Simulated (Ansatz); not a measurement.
Molecule (SMILES): [GeH2] (GeH2) (closed-shell singlet).
Atoms: Ge1, H2, H3. Bonds: Ge1-H2, Ge1-H3.

How fast the highest harmonic wavenumber converges with the basis for several methods (Ansatz, a program for electronic structure): deviation from each method's own reference, in cm⁻¹. References: B3LYP 1897 cm⁻¹, the value in def2-QZVPPD; CCSD(T) 1933 cm⁻¹, the value in cc-pVQZ; HF 2023 cm⁻¹, the value in def2-QZVPPD; MP2 1994 cm⁻¹, the value in def2-QZVPP; PBE 1851 cm⁻¹, the value in def2-QZVPPD. All functions are spherical. In correlated methods cores are frozen (with 3d on Ga to Br). A restricted Hartree-Fock determinant is unstable towards unrestricted orbitals. No added dispersion term, no relativity. Each level at its own minimum, unscaled; the references are large sets that could be run, not limits.

| basis | functions | B3LYP | CCSD(T) | HF | MP2 | PBE |
|---|---|---|---|---|---|---|
| cc-pVDZ | 37 | -8 | -1 | 5 | 0 | 2 |
| aug-cc-pVDZ | 54 | -11 | -30 | -8 | -25 | -3 |
| 6-311G** | 56 | -2 | 2 | 3 | 6 | 1 |
| def2-TZVP | 60 | 6 | 17 | 6 | 13 | 10 |
| cc-pVTZ | 71 | -1 | -4 | -1 | -2 | -1 |
| def2-TZVPP | 76 | -1 | -4 | -2 | -4 | 3 |
| def2-TZVPPD | 88 | 0 | -6 | -1 | -5 | 3 |
| cc-pVQZ | 128 | 3 | 0 | 0 | 1 | 3 |

Mean absolute deviation over 6-311G**, def2-TZVP, cc-pVTZ, def2-TZVPP, def2-TZVPPD: B3LYP 2, HF 2, PBE 4, MP2 6, CCSD(T) 6 cm⁻¹.
